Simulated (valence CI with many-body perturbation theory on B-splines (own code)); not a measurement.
Which ion has this spectrum?

A relativistic CI+MBPT calculation for an atom or ion with 22 electrons gives these levels (cm⁻¹):

```tsv
J	Parity	E	g
0	even	0	
1	even	254981	1.49
4	even	339038	1.08
2	even	346498	1.25
3	even	373278	1.16
0	even	571014	
2	even	585563	1.19
4	even	590565	1.15
3	even	604857	1.14
5	even	633704	1.08
6	even	654148	1.08
1	even	659618	1.13
4	even	688912	1.03
3	even	690862	1.09
```

The energies are calculated, and their last digits are not significant.

(1) Which is it?
A. Er46+
B. Tb43+
C. Gd42+
D. Dy44+

Results:

(1) B. Tb43+, ground level (3d3/2^4) J=0.
